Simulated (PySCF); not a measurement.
Gas-phase reaction: C2H5 + 3 GeH3 = GeH2 + 2 CH3GeH3

Energies from PySCF, thermal terms from the rigid-rotor harmonic-oscillator model, ideal gas at 1 bar. † marks an energy on the PBE0/def2-TZVP geometry and frequencies; other levels use their own. 6-31G* has spherical d functions here. Open shells (unrestricted): C2H5 (multiplicity 2), GeH3 (multiplicity 2); the rest are closed-shell singlets. B3LYP is the form with VWN-RPA correlation. Ge: all electrons, no relativistic terms. GeH3, GeH2: computed as isolated molecules; such fragments, hydroxides, amides, oligomers or adducts are transient or little studied in the gas.

```
level               ΔH°(298 K), kJ
------------------  --------------
B3LYP/def2-TZVP†              -428
HF/6-31G*                     -279
HF/def2-TZVP†                 -282
M06-2X/def2-TZVP†       (withheld)
PBE0/def2-QZVP†         (withheld)
PBE0/def2-TZVP          (withheld)
r2SCAN/def2-TZVP†             -397
LDA/def2-TZVP†                -492
ωB97M-V/def2-TZVP†            -457
ωB97X-V/def2-TZVP†      (withheld)
```

Task: What belongs in the gaps?

Result: 
- M06-2X/def2-TZVP†, ΔH°(298 K), kJ: -425
- PBE0/def2-QZVP†, ΔH°(298 K), kJ: -420
- PBE0/def2-TZVP, ΔH°(298 K), kJ: -422
- ωB97X-V/def2-TZVP†, ΔH°(298 K), kJ: -464
